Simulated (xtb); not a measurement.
AlH₂Cl, SMILES [AlH2][Cl]. All values are semi-empirical tight-binding results from xtb (GFN2-xTB unless named), good for trends rather than for accurate numbers. Coordinates come from a GFN2-xTB optimisation.

Optimised geometry:

Bonds (Å): Al1–H2 1.537, Al1–H3 1.537, Al1–Cl4 2.014. Angles (°): H2–Al1–H3 116.1, H2–Al1–Cl4 121.9, H3–Al1–Cl4 121.9.

For metal compounds this method's bond lengths and energies can be far off.

```yaml
point_group_as_xtb_finds_it: C2v
orbital_gap: 5.08 eV
zero_point_energy: 8.7 kcal/mol
G − E(el) at 298.15 K (modified RRHO): -6.5 kcal/mol
```

Computed atomic charges and the Wiberg bond orders between heavy atoms:
charges (e) Al1 0.38, H2 -0.13, H3 -0.13, Cl4 -0.12. Bond orders Al1–Cl4 1.46.
